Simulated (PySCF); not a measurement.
Au(Cl)(CO) cation (CAuClO), SMILES [O+]#[C-]->[Au][Cl] (connectivity only; charge and spin as stated), charge +1, multiplicity 2.

The structure is a stationary point at PBE-D3(BJ)/def2-SVP. The spin state was assumed, not searched. The isomer is the one that the SMILES or the coordinates give; other isomers of the formula were not compared. The def2 effective core potentials stand for the cores of Au; spin–orbit coupling is left out.

Method: PBE-D3(BJ)/def2-SVP run with PySCF 2.14.0.

Frequencies are harmonic and unscaled.

```csv
mode,ν (cm⁻¹),IR (km/mol),moving atoms (share of kinetic energy)
1,67,0.4,"Cl 39 %, O 37 %, Au 22 %"
2,305,3.0,"Cl 85 %, Au 15 %"
3,315,0.5,"C 77 %, O 22 %"
4,348,4.3,"C 81 %, O 17 %"
5,389,17.2,"O 53 %, C 36 %, Au 10 %"
6,2225,269.9,"C 59 %, O 41 %"
```
